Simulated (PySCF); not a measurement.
Computed shifts of a molecule C3H6BNO, KT2/pcSseg-1 in PySCF, GIAO, gas phase, atoms alike by connectivity averaged where their shifts nearly agree, in ppm (number of nuclei): ¹³C: 155.0 (1), 56.2 (1), 1.1 (1). ¹⁵N: 286.7 (1). ¹H: 7.36 (1), 3.71 (2), 1.15 (3). References: ¹³C against TMS (σ = 185.1 ppm); ¹¹B against BF3 (σ = 89.8 ppm); ¹⁵N against NH3 (σ = 266.2 ppm); ¹⁷O against H2O (σ = 330.4 ppm); ¹H against TMS (σ = 31.47 ppm), references at their B3LYP-D3(BJ)/def2-TZVP geometries, non-relativistic. The structure is a stationary point at ωB97X-D3(BJ)/def2-SVP. The values are those of a single conformer.

### Question
Which structure fits?
A. C[C@H]1N=CB1O
B. CB1CN=CO1
C. CNB1C=CO1
D. CB1N=C(C)O1

### Answer
B, CB1CN=CO1
